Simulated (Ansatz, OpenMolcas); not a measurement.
## Worked example: vertical ionisation energy of CH4BFO (SMILES OCBF)

CH4BFO has 8 atoms, charge 0, and is taken as a singlet. SMILES: `OCBF`. The shape is that of a PBE0-D4/def2-TZVP optimisation. This is one conformer, not always the lowest.

Both states at this one shape; open shells run unrestricted unless said. 1 Eh = 27.2114 eV.

```
                             level     program  singlet CH4BFO (Eh)  doublet CH4BFO+ (Eh)  HOMO of the first (eV)
                     PBE/def2-SVPD      Ansatz          -240.027154           -239.639493                   -6.64
                   M06-L/def2-SVPD  OpenMolcas          -240.265069           -239.857299                   -6.91
B3LYP/6-31G* (Cartesian functions)      Ansatz          -240.456720           -240.066611                   -7.41
                    PBE0/def2-SVPD      Ansatz          -240.039143           -239.635393                   -8.31
```

Q: Work out the vertical ionisation energy at each level.

A: 
1. PBE/def2-SVPD: -239.639493 − (-240.027154) = 0.387661 Eh = 10.55 eV; −ε(HOMO) = 6.64 eV.
2. M06-L/def2-SVPD: -239.857299 − (-240.265069) = 0.407770 Eh = 11.10 eV; −ε(HOMO) = 6.91 eV.
3. B3LYP/6-31G* (Cartesian functions): -240.066611 − (-240.456720) = 0.390109 Eh = 10.62 eV; −ε(HOMO) = 7.41 eV.
4. PBE0/def2-SVPD: -239.635393 − (-240.039143) = 0.403750 Eh = 10.99 eV; −ε(HOMO) = 8.31 eV.

No measured value is set beside it here; the levels span 10.55 to 11.10 eV. In semi-local functionals −ε(HOMO) lies far under the ionisation energy, a result of self-interaction.
